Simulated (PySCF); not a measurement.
Harmonic spectrum computed at PBE0 in the def2-TZVP basis family (core potentials from Rb on, PySCF, no spin–orbit coupling):

| ω (cm⁻¹) | IR (km/mol) |
| --- | --- |
| 350 | 52.6 |
| 404 | 33.9 |
| 564 | 90.7 |
| 732 | 112 |
| 1584 | 205 |
| 3896 | 56.2 |

**Question.** Which molecule gave it? In each, all ligands are bound to the one heavy central atom.
A. HS(OH) (singlet)
B. HCu(OH) (doublet)
C. HGe(OH) (singlet)
D. HGa(OH) (doublet)
E. HIn(OH) (doublet)

**Answer.** E. It has Cs symmetry with In–H 1.767 Å, In–O 2.004 Å, O–H 0.960 Å.
